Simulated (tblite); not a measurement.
Input of a run (GFN2-xTB geometry optimisation, gas phase (tblite 0.8.0)), started from a force field or distance geometry:
```
{"job": {"kind": "relax", "xc": "GFN2-xTB", "basis": "xTB"}, "charge": 0, "multiplicity": 1}
F      3.531900    -0.249000    -1.011000
C      2.544500     0.478200    -0.329500
F      3.247900     1.128000     0.702200
F      1.868800     1.360400    -1.126900
Si     1.328800    -0.709500     0.435900
N     -0.389800    -0.219700     0.144700
C     -1.377100    -1.123700     0.104100
C     -2.563300    -0.428400    -0.120000
C     -2.238900     0.902000    -0.218000
C     -0.864900     1.023500    -0.041100
H      1.556400    -0.652600     1.898600
H      1.512200    -2.098600    -0.019800
H     -1.322100    -2.210100     0.238500
H     -3.562400    -0.884500    -0.214300
H     -2.954200     1.725900    -0.396300
H     -0.325400     1.967200    -0.058500
```

Output (eV, eV/Å):
```
step      E/eV     max force
  0    -887.27280    3.841
  1    -887.74794    1.320
  2    -887.85974    0.990
  3    -887.96606    0.489
  4    -887.97955    0.349
  5    -887.98972    0.262
  6    -888.00131    0.214
  7    -888.00617    0.184
  8    -888.00936    0.168
  9    -888.01185    0.180
 10    -888.01465    0.189
 11    -888.01684    0.159
 12    -888.01812    0.088
 13    -888.01881    0.072
 14    -888.01933    0.083
 15    -888.01978    0.095
 16    -888.02017    0.068
 17    -888.02048    0.048
 18    -888.02075    0.044
 19    -888.02097    0.038
 20    -888.02114    0.031
 21    -888.02129    0.028
 22    -888.02144    0.031
 23    -888.02160    0.036
 24    -888.02180    0.035
 25    -888.02203    0.037
 26    -888.02223    0.036
 27    -888.02236    0.031
 28    -888.02245    0.027
 29    -888.02256    0.032
 30    -888.02271    0.041
 31    -888.02290    0.047
 32    -888.02311    0.041
 33    -888.02333    0.036
 34    -888.02353    0.034
 35    -888.02369    0.032
 36    -888.02381    0.028
 37    -888.02393    0.026
 38    -888.02409    0.044
 39    -888.02435    0.061
 40    -888.02468    0.062
 41    -888.02496    0.050
 42    -888.02516    0.040
 43    -888.02536    0.040
 44    -888.02574    0.064
 45    -888.02640    0.111
 46    -888.02732    0.131
 47    -888.02823    0.096
 48    -888.02893    0.101
 49    -888.02908    0.142
 50    -888.03028    0.130
 51    -888.03133    0.132
 52    -888.03292    0.124
 53    -888.03451    0.222
 54    -888.03829    0.176
 55    -888.04049    0.288
 56    -888.04387    0.096
 57    -888.04607    0.086
 58    -888.04885    0.203
 59    -888.05089    0.208
 60    -888.05449    0.129
 61    -888.05723    0.262
 62    -888.05928    0.141
 63    -888.06037    0.066
 64    -888.06143    0.091
 65    -888.06209    0.090
 66    -888.06294    0.059
 67    -888.06337    0.047
 68    -888.06405    0.036
 69    -888.06434    0.037
 70    -888.06450    0.042
 71    -888.06464    0.030
 72    -888.06482    0.032
 73    -888.06502    0.026
 74    -888.06520    0.047
 75    -888.06535    0.027
 76    -888.06548    0.027
 77    -888.06561    0.026
 78    -888.06570    0.023
 79    -888.06579    0.024
 80    -888.06589    0.028
 81    -888.06603    0.031
 82    -888.06619    0.026
 83    -888.06636    0.031
 84    -888.06652    0.038
 85    -888.06668    0.036
 86    -888.06684    0.046
 87    -888.06702    0.026
 88    -888.06719    0.034
 89    -888.06734    0.032
 90    -888.06747    0.023
 91    -888.06761    0.020
 92    -888.06771    0.021
 93    -888.06780    0.023
 94    -888.06792    0.025
 95    -888.06805    0.021
 96    -888.06814    0.022
 97    -888.06820    0.022
 98    -888.06826    0.023
 99    -888.06832    0.022
100    -888.06842    0.022
101    -888.06855    0.022
102    -888.06866    0.025
103    -888.06874    0.019
104    -888.06879    0.013
105    -888.06882    0.010
```

Q: Summarise the run.

A: The energy falls by 0.796 eV over 105 L-BFGS steps, the largest force on an atom goes from 3.84 to 0.010 eV/Å, and the atoms move by 0.444 Å rms after alignment. The bond that changes most is C2–Si5 (CF3 carbon to SiH2 silicon), which lengthens by 0.081 Å. Bonds longer at the end by more than 0.005 Å: 4 of 16; shorter: 12. Among the angles that change most is N6–C7–H13, from 128.9° to 119.9°. Among the dihedrals that turn most is F3–C2–Si5–H12, from -123° to -177°. The energy never rose by more than 1e-5 eV on the way. The first step brought 60 % of the lowering.

Q: What are the final bond lengths?

A: F1–C2 1.349 Å, C2–F3 1.348 Å, C2–F4 1.346 Å, C2–Si5 1.945 Å, Si5–N6 1.732 Å, N6–C7 1.380 Å, C7–C8 1.356 Å, C8–C9 1.420 Å, C9–C10 1.356 Å, N6–C10 1.382 Å, Si5–H11 1.462 Å, Si5–H12 1.459 Å, C7–H13 1.071 Å, C8–H14 1.072 Å, C9–H15 1.072 Å, C10–H16 1.071 Å. Numbering counts from 1 in the input's order; the species is `FC(F)(F)[SiH2]n1cccc1`.

On one thread of an Arm Neoverse V2, shared host with 96 logical CPUs at a one-minute load of 47, this took 0.64 s.

Its GFN2-xTB frequencies are all real (lowest 22 cm⁻¹). The numbers are those of one conformer.

These are computed values.
